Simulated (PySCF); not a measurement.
**Radial density of P⁺ (phosphorus, charge +1)**

LDA, [Ne] 3s2 3p2, high-spin 3P determinant. Calculation: PySCF 2.14, in cc-pVDZ-DK (4s3p1d, 18 functions); scalar relativity by spin-free X2C-1e.

```
r (bohr)  4πr²ρ (e/bohr)  4πr²(ρα − ρβ)
 0.00147         0.06793         0.0000
 0.00247          0.1822         0.0000
 0.00416          0.4683         0.0000
 0.00700           1.177         0.0001
  0.0118           2.815         0.0002
  0.0198           6.151         0.0005
  0.0333           11.47         0.0019
  0.0560           16.47         0.0079
  0.0942           15.79         0.0334
   0.159           11.02         0.1102
   0.267           13.64         0.2044
   0.448           14.97         0.1098
   0.754           5.407         0.0439
    1.27           2.273         0.7697
    2.13           1.852         0.9604
    3.59          0.2660         0.1815
    6.04        0.004337         0.0039
```

Densities and radii are taken from the X2C orbitals without a picture-change correction, which distorts them close to the nucleus.
